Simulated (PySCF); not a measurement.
Below is a simulated gas-phase B 1s photoelectron spectrum of `C1CCB(CC1)B(O)O`.

Every computed line was given a Gaussian of 0.8 eV full width at half maximum and an area set by the number of equivalent atoms; the highest printed point is 100. Computed, not measured: delta-SCF UKS SCAN, pcX-2 on the ionised atom, pcseg-1 elsewhere, spin-free X2C in PySCF.

binding energy (eV), intensity and a bar:
```
    193.5          0 
    193.6          1 
    193.7          2 
    193.8          4 #
    193.9          8 ##
    194.0         15 ####
    194.1         26 ########
    194.2         40 ############
    194.3         57 #################
    194.4         75 ######################
    194.5         90 ###########################
    194.6         99 ##############################
    194.7        100 ##############################
    194.8         93 ############################
    194.9         79 ########################
    195.0         61 ##################
    195.1         44 #############
    195.2         29 #########
    195.3         17 #####
    195.4         10 ###
    195.5          5 #
    195.6          3 #
    195.7          3 #
    195.8          5 #
    195.9          9 ###
    196.0         16 #####
    196.1         27 ########
    196.2         41 ############
    196.3         59 ##################
    196.4         76 #######################
    196.5         91 ###########################
    196.6         99 ##############################
    196.7        100 ##############################
    196.8         92 ###########################
    196.9         77 #######################
    197.0         60 ##################
    197.1         42 #############
    197.2         27 ########
    197.3         16 #####
    197.4          9 ###
    197.5          4 #
    197.6          2 #
    197.7          1 
    197.8          0
```

Task: How many maxima does the curve show, and how many computed lines lie under it?

Result: The curve has 2 maxima (at 194.7 and 196.7 eV). Under it lie 2 lines from 2 inequivalent boron sites.

Task: Decompose the envelope and assign each component. Numbering: `[OH:1][B:2]([OH:3])[B:4]1[CH2:5][CH2:6][CH2:7][CH2:8][CH2:9]1`.

Result: 
```tsv
position (eV)	relative area	line	atoms	environment
194.66	1	B 1s	B4	three-coordinate boron
196.65	1	B 1s	B2	three-coordinate boron
```

Task: Above which line width would these two lines show one maximum?

Result: Two equal Gaussians merge once their distance is under 2σ = FWHM/1.177. With 1.99 eV between them that is a full width over 2.34 eV.

Lowest listed B 1s: B4, bonded to 2 C and B. Highest, 1.99 eV above it: B2, bonded to 2 O and B.

No satellites, vibrations or lifetime broadening are included. One conformer (not necessarily the lowest) at the PBE0-D3(BJ)/def2-SVP geometry, without solvent, vibrations or thermal averaging.

Hardware: Intel Xeon at 2.50 GHz, one thread, no GPU, on a shared host. Cost: 7.0 min wall, 0.68 GiB resident at most.
